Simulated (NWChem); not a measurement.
System: C2H7O2 cation; SMILES OCC[OH2+]

Excerpt of the output:

```
             Northwest Computational Chemistry Package (NWChem) 7.3.0
             --------------------------------------------------------

                             Geometry "geometry" -> ""
                             -------------------------

 Output coordinates in angstroms (scale by  1.889725989 to convert to a.u.)

  No.       Tag          Charge          X              Y              Z
 ---- ---------------- ---------- -------------- -------------- --------------
    1 O                    8.0000    -0.63459900    -1.12992200    -0.17365400
    2 C                    6.0000     0.69891400    -0.77069100     0.18274900
    3 C                    6.0000     0.74639100     0.70885200    -0.18783300
    4 O                    8.0000    -0.61229100     1.14168000     0.15139000
    5 H                    1.0000    -0.94757800    -1.93277900     0.26736400
    6 H                    1.0000     0.87115500    -0.91936400     1.26045300
    7 H                    1.0000     1.44214400    -1.34187400    -0.39199400
    8 H                    1.0000     1.46194500     1.28898900     0.40646900
    9 H                    1.0000     0.90490300     0.86665000    -1.26373900
   10 H                    1.0000    -1.09809700     0.18607100     0.02385600
   11 H                    1.0000    -0.96780800     1.86001000    -0.39999400

 Effective nuclear repulsion energy (a.u.)     146.4931778669

                                 NWChem DFT Module
                                 -----------------

 Summary of "ao basis" -> "ao basis" (spherical)
 ------------------------------------------------------------------------------
       Tag                 Description            Shells   Functions and Types
 ---------------- ------------------------------  ------  ---------------------
 O                          def2-svp                 6       14   3s2p1d
 C                          def2-svp                 6       14   3s2p1d
 H                          def2-svp                 3        5   2s1p

 in cosmo_initialize ...
 calling solv_data for solv:acetone

 solvent parameters
 solvname_short: acetone
 solvname_long:  acetone
 dielec:       20.4930
 dielecinf:     1.8463
 nonaqueous SMD model solvent descriptors
 dielec:       20.4930
 sola:          0.0400
 solb:          0.4900
 solc:          0.0000
 solg:         33.7700
 solh:          0.0000
 soln:          1.3588

          ---------------
          -cosmo- solvent
          ---------------
 Cosmo: York-Karplus, doi: 10.1021/jp992097l
 dielectric constant -eps-     =  20.49
 screen = (eps-1)/(eps    )    =   0.95120
 surface charge correction     = lagrangian

   van der Waals surface
 --------------------------

 ---------- ATOMIC COORDINATES (A.U.) ------------ VDWR(ANG.) --
     1   -1.19921822   -2.13524297   -0.32815848     2.222
     2    1.32075595   -1.45639481    0.34534553     1.850
     3    1.41047447    1.33953605   -0.35495290     1.850
     4   -1.15706222    2.15746237    0.28608562     2.222
     5   -1.79066277   -3.65242271    0.50524470     1.200
     6    1.64624424   -1.73734604    2.38191079     1.200
     7    2.72525700   -2.53577417   -0.74076125     1.200
     8    2.76267546    2.43583601    0.76811503     1.200
     9    1.71001872    1.63773103   -2.38812043     1.200
    10   -2.07510244    0.35162320    0.04508130     1.200
    11   -1.82889193    3.51490924   -0.75587906     1.200
 number of segments per atom =        128
 number of   points per atom =        128
 atom (   nspa,  nppa )
 ----------------------
    1 (     80,     0 )       0
    2 (     31,     0 )       0
    3 (     33,     0 )       0
    4 (     79,     0 )       0
    5 (      9,     0 )       0
    6 (     50,     0 )       0
    7 (     55,     0 )       0
    8 (     55,     0 )       0
    9 (     50,     0 )       0
   10 (      0,     0 )       0
   11 (      9,     0 )       0
 number of -cosmo- surface points =      451
 molecular surface =    112.339 angstrom**2
 molecular volume  =     96.757 angstrom**3
 -lineq- algorithm             =   0
 -bem- low  level              =   3
 -bem- from -octahedral-
 gaussian surface charge width =   4.50000
 degree of switching           =   1.00000
 switching function tolerance  =   0.00010
 atomic radii =
 --------------
    1  8.000  2.222
    2  6.000  1.850
    3  6.000  1.850
    4  8.000  2.222
    5  1.000  1.200
    6  1.000  1.200
    7  1.000  1.200
    8  1.000  1.200
    9  1.000  1.200
   10  1.000  1.200
   11  1.000  1.200
 ...... end of -cosmo- initialization ......

 nat:                    11
 ixmem:                  6636
 calling mnsol_interface()
 G(SMD-CDS) energy (kcal/mol)  =    -1.326
 SMD-CDS SASA (angstrom**2)    =   122.151

            General Information
            -------------------
          SCF calculation type: DFT
          Wavefunction type:  closed shell.
          No. of atoms     :    11
          No. of electrons :    34
           Alpha electrons :    17
            Beta electrons :    17
          Charge           :     1
          Spin multiplicity:     1
          Use of symmetry is: off; symmetry adaption is: off
          Maximum number of iterations: 150
          AO basis - number of functions:    91
                     number of shells:    45
          Convergence on energy requested:  1.00D-06
          Convergence on density requested:  1.00D-05
          Convergence on gradient requested:  5.00D-04

              XC Information
              --------------
                         PBE0 Method XC Functional
                     Hartree-Fock (Exact) Exchange  0.250
          PerdewBurkeErnzerhof Exchange Functional  0.750
            Perdew 1991 LDA Correlation Functional  1.000 local
           PerdewBurkeErnz. Correlation Functional  1.000 non-local

             Grid Information
             ----------------
          Grid used for XC integration:  medium
          Radial quadrature: Mura-Knowles
          Angular quadrature: Lebedev.
          Tag              B.-S. Rad. Rad. Pts. Rad. Cut. Ang. Pts.
          ---              ---------- --------- --------- ---------
          O                   0.60       49           9.0       434
          C                   0.70       49           9.0       434
          H                   0.35       45          11.0       434
          Grid pruning is: on
          Number of quadrature shells:   511
          Spatial weights used:  Erf1

      Superposition of Atomic Density Guess
      -------------------------------------

 Sum of atomic energies:        -228.12688185

 Renormalizing density from      35.00 to     34

      Non-variational initial energy
      ------------------------------

 Total energy =    -225.945637
 1-e energy   =    -583.494292
 2-e energy   =     211.055477
 HOMO         =      -0.680534
 LUMO         =      -0.239319

   convergence    iter        energy       DeltaE   RMS-Dens  Diis-err
 ---------------- ----- ----------------- --------- --------- ---------
     COSMO gas phase
 d= 0,ls=0.0,diis     1   -230.0165494337 -3.77D+02  1.52D-02  1.41D+00
 d= 0,ls=0.0,diis     2   -229.9680609538  4.85D-02  8.87D-03  1.95D+00
 d= 0,ls=0.0,diis     3   -230.1465800972 -1.79D-01  1.05D-03  2.18D-02
 d= 0,ls=0.0,diis     4   -230.1481804037 -1.60D-03  4.36D-04  4.68D-03
 d= 0,ls=0.0,diis     5   -230.1486719195 -4.92D-04  7.87D-05  1.50D-04
  Resetting Diis
 d= 0,ls=0.0,diis     6   -230.1486834328 -1.15D-05  2.79D-05  2.11D-05
 d= 0,ls=0.0,diis     7   -230.1486855420 -2.11D-06  7.72D-06  3.85D-07
 d= 0,ls=0.0,diis     8   -230.1486855289  1.31D-08  4.08D-06  5.47D-07

   convergence    iter        energy       DeltaE   RMS-Dens  Diis-err
 ---------------- ----- ----------------- --------- --------- ---------
     COSMO solvation phase
 d= 0,ls=0.0,diis     1   -230.2461656414 -9.75D-02  9.10D-04  1.50D-03
 d= 0,ls=0.0,diis     2   -230.2464249370 -2.59D-04  1.85D-04  3.86D-04
 d= 0,ls=0.0,diis     3   -230.2464454718 -2.05D-05  7.81D-05  1.87D-04
 d= 0,ls=0.0,diis     4   -230.2464620246 -1.66D-05  1.26D-05  2.25D-06
 d= 0,ls=0.0,diis     5   -230.2464619215  1.03D-07  3.74D-06  2.86D-07

         Total DFT energy =     -230.246461921504
      One electron energy =     -589.682852672255
           Coulomb energy =      249.168781321487
    Exchange-Corr. energy =      -30.100977103394
 Nuclear repulsion energy =      146.493177866860

             COSMO energy =       -6.124591334202

 Numeric. integr. density =       33.999993713338

                                COSMO-SMD solvation results
                                ---------------------------

             internal energy in gas <Psi(g)|H|Psi(g)> =      -230.148685528879
         internal energy in solvent <Psi(s)|H|Psi(s)> =      -230.148343208042
                               delta internal energy  =         0.000342320837 (    0.21 kcal/mol)
   total free energy in solvent <Psi(s)|H+V/2|Psi(s)> =      -230.244348596132
 polarization energy contribution <Psi(s)|V/2|Psi(s)> =        -0.096005388090 (  -60.24 kcal/mol)
    total free energy in solvent including G(SMD-CDS) =      -230.246461921504
                       G(SMD-CDS) energy contribution =        -0.002113325371 (   -1.33 kcal/mol)
     1 M fixed-concentration free energy of solvation =        -0.097776392624 (  -61.36 kcal/mol)

                       DFT Final Molecular Orbital Analysis
                       ------------------------------------

 Vector   15  Occ=2.000000D+00  E=-4.316196D-01
              MO Center=  4.2D-01, -1.6D-01,  4.1D-02, r^2= 2.3D+00
   Bfn.  Coefficient  Atom+Function         Bfn.  Coefficient  Atom+Function
  ----- ------------  ---------------      ----- ------------  ---------------
    33      0.360048   3 C  py               19     -0.313399   2 C  py
    72      0.187900   8 H  s                 5      0.177586   1 O  py
     6     -0.168424   1 O  pz               57     -0.152314   5 H  s
    67      0.151094   7 H  s                 3      0.148438   1 O  s
    48     -0.145078   4 O  pz               62      0.143312   6 H  s

 Vector   16  Occ=2.000000D+00  E=-4.006184D-01
              MO Center=  1.0D-01,  4.4D-01, -7.0D-02, r^2= 2.5D+00
   Bfn.  Coefficient  Atom+Function         Bfn.  Coefficient  Atom+Function
  ----- ------------  ---------------      ----- ------------  ---------------
    48      0.336405   4 O  pz               34     -0.301679   3 C  pz
    77      0.246496   9 H  s                51      0.244089   4 O  pz
     5      0.218320   1 O  py               72     -0.202517   8 H  s
     4     -0.191583   1 O  px               47      0.179184   4 O  py
     8      0.148992   1 O  py                7     -0.143411   1 O  px

 Vector   17  Occ=2.000000D+00  E=-3.570562D-01
              MO Center=  8.1D-02, -9.0D-01, -6.0D-03, r^2= 2.0D+00
   Bfn.  Coefficient  Atom+Function         Bfn.  Coefficient  Atom+Function
  ----- ------------  ---------------      ----- ------------  ---------------
     6      0.444054   1 O  pz                9      0.341374   1 O  pz
    20     -0.266496   2 C  pz               62     -0.251542   6 H  s
    67      0.237531   7 H  s                 5      0.185434   1 O  py
     8      0.150730   1 O  py               77     -0.117734   9 H  s
    63     -0.111259   6 H  s                34      0.103274   3 C  pz

 Vector   18  Occ=0.000000D+00  E= 1.272976D-02
              MO Center= -4.7D-01,  5.7D-01, -2.0D-01, r^2= 4.8D+00
   Bfn.  Coefficient  Atom+Function         Bfn.  Coefficient  Atom+Function
  ----- ------------  ---------------      ----- ------------  ---------------
    45      0.819142   4 O  s                88     -0.671149  11 H  s
     3      0.576895   1 O  s                58     -0.414008   5 H  s
    35      0.342513   3 C  px               83     -0.319027  10 H  s
    78     -0.307910   9 H  s                44      0.249061   4 O  s
    31      0.245958   3 C  s                37     -0.244860   3 C  pz

 Vector   19  Occ=0.000000D+00  E= 5.849607D-02
              MO Center= -5.2D-01, -5.2D-01,  1.5D-01, r^2= 6.5D+00
   Bfn.  Coefficient  Atom+Function         Bfn.  Coefficient  Atom+Function
  ----- ------------  ---------------      ----- ------------  ---------------
    17      0.920805   2 C  s                58     -0.857086   5 H  s
    63     -0.707048   6 H  s                88      0.675028  11 H  s
    31     -0.624587   3 C  s                 3      0.544425   1 O  s
    78      0.495564   9 H  s                23      0.286742   2 C  pz
    45     -0.253305   4 O  s                36      0.233035   3 C  py

 Vector   20  Occ=0.000000D+00  E= 7.804958D-02
              MO Center=  1.2D+00,  1.6D-01, -1.8D-01, r^2= 4.9D+00
   Bfn.  Coefficient  Atom+Function         Bfn.  Coefficient  Atom+Function
  ----- ------------  ---------------      ----- ------------  ---------------
    31      1.488511   3 C  s                17      1.266856   2 C  s
    78     -0.973296   9 H  s                68     -0.920403   7 H  s
    73     -0.915560   8 H  s                63     -0.756539   6 H  s
    36      0.458127   3 C  py               22     -0.387712   2 C  py
    45     -0.353718   4 O  s                30      0.295807   3 C  s

     Multipole analysis of the density
     ---------------------------------

     L   x y z        total         alpha         beta         nuclear
     -   - - -        -----         -----         ----         -------
     0   0 0 0      1.000000    -17.000000    -17.000000     35.000000

     1   1 0 0     -0.136738     -0.411707     -0.411707      0.686677
     1   0 1 0      0.422809      0.465825      0.465825     -0.508841
     1   0 0 1     -0.095450      0.241593      0.241593     -0.578636

     2   2 0 0    -12.391454    -44.280427    -44.280427     76.169400
     2   1 1 0     -0.553673     -0.002299     -0.002299     -0.549075
     2   1 0 1      0.100135     -0.228844     -0.228844      0.557823
     2   0 2 0     -8.043485    -74.564896    -74.564896    141.086307
     2   0 1 1     -3.385084      0.364214      0.364214     -4.113512
     2   0 0 2    -16.560817    -16.446308    -16.446308     16.331798
```

Level: PBE0/def2-SVP, SMD on the gas-phase geometry. Coordinates come from a PBE0/def2-SVP optimisation. Solvent: acetone.

### Question
Write an input that gives this output.

### Answer
One answer among several that fit: the input that was run:
```
start job
memory heap 200 mb stack 900 mb global 1100 mb
charge 1
geometry units angstroms noautosym nocenter noautoz
  O     -0.634599    -1.129922    -0.173654
  C      0.698914    -0.770691     0.182749
  C      0.746391     0.708852    -0.187833
  O     -0.612291     1.141680     0.151390
  H     -0.947578    -1.932779     0.267364
  H      0.871155    -0.919364     1.260453
  H      1.442144    -1.341874    -0.391994
  H      1.461945     1.288989     0.406469
  H      0.904903     0.866650    -1.263739
  H     -1.098097     0.186071     0.023856
  H     -0.967808     1.860010    -0.399994
end
basis spherical
  * library def2-svp
end
dft
  xc pbe0
  iterations 150
end
cosmo
  do_cosmo_smd true
  solvent acetone
end
task dft energy
```
